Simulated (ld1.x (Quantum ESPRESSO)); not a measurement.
**Logarithmic derivatives: cadmium, TM**

ld1.x (Quantum ESPRESSO) 7.5 input, shortened:

```
&input
   title='Cd', zed=48., rel=1, dft='PBE', iswitch=3,
   config='[Kr] 4d10 5s2 5p0'
 /
 &inputp
   pseudotype=2, tm=.true., lloc=2,
   nlcc=.false.
 /
3
5S  1  0   2.00   0.00  2.30  2.30  0.0
4P  2  1   6.00   0.00  1.50  1.50  0.0
4D  3  2  10.00   0.00  1.65  1.65  0.0
 &test
   configts(1)='4p6 4d10 5s2 5p0'
 /
```

The phase is arctan(r·u′/u) with u = r·R(r), unwrapped; energies in Ry, scanned from -7 to 5 Ry. A pole is an energy at which the radial function vanishes at the test radius. The pseudo phase is shifted by a multiple of π to meet the all-electron one at the reference energy, and phase errors are pseudo minus all-electron; the curves can meet again beyond the range given. Levels narrower than the energy grid can be missing from the lists of poles.

| channel | radius (bohr) | reference energy (Ry) | poles, all-electron | poles, pseudo | unbroken range about the reference energy with phases within 0.05 rad | phase error 1 Ry above the reference energy (rad) |
| --- | --- | --- | --- | --- | --- | --- |
| s | 2.48 | -0.42 | 1.93 | 1.74 | below 2.7 | -0.008 |
| p | 2.48 | -4.92 | -4.90, 3.29 | -4.90, 3.16 | the whole range | +0.000 |
| d | 2.48 | -0.86 | -0.65 | -0.65 | below 2.3 | +0.001 |

Note: ghost state, extra bound levels that the all-electron valence spectrum of the same l lacks: s at -132.0 eV. A true bound ghost makes a file unfit for plane-wave use.

Phases in the s channel:

```tsv
E (Ry)	all-electron	pseudo
-7.00	1.409	1.406
-6.74	1.405	1.402
-6.48	1.400	1.398
-6.22	1.396	1.394
-5.96	1.391	1.389
-5.70	1.386	1.384
-5.44	1.380	1.378
-5.18	1.374	1.372
-4.92	1.367	1.365
-4.66	1.360	1.358
-4.40	1.352	1.350
-4.14	1.343	1.341
-3.88	1.332	1.330
-3.62	1.320	1.318
-3.36	1.307	1.304
-3.10	1.290	1.288
-2.84	1.271	1.269
-2.58	1.248	1.246
-2.32	1.219	1.216
-2.06	1.182	1.179
-1.80	1.132	1.129
-1.54	1.062	1.058
-1.28	0.957	0.954
-1.02	0.788	0.785
-0.76	0.491	0.489
-0.50	-0.008	-0.008
-0.24	-0.574	-0.575
0.02	-0.958	-0.961
0.28	-1.175	-1.181
0.54	-1.305	-1.313
0.80	-1.390	-1.399
1.06	-1.450	-1.462
1.32	-1.495	-1.510
1.58	-1.531	-1.549
1.84	-1.561	-1.584
2.10	-1.587	-1.615
2.36	-1.611	-1.647
2.62	-1.632	-1.680
2.88	-1.653	-1.717
3.14	-1.674	-1.764
3.40	-1.696	-1.829
3.66	-1.719	-1.933
3.92	-1.744	-2.142
4.18	-1.772	-2.697
4.44	-1.806	-3.736
4.70	-1.847	-4.245
4.96	-1.901	-4.439
```
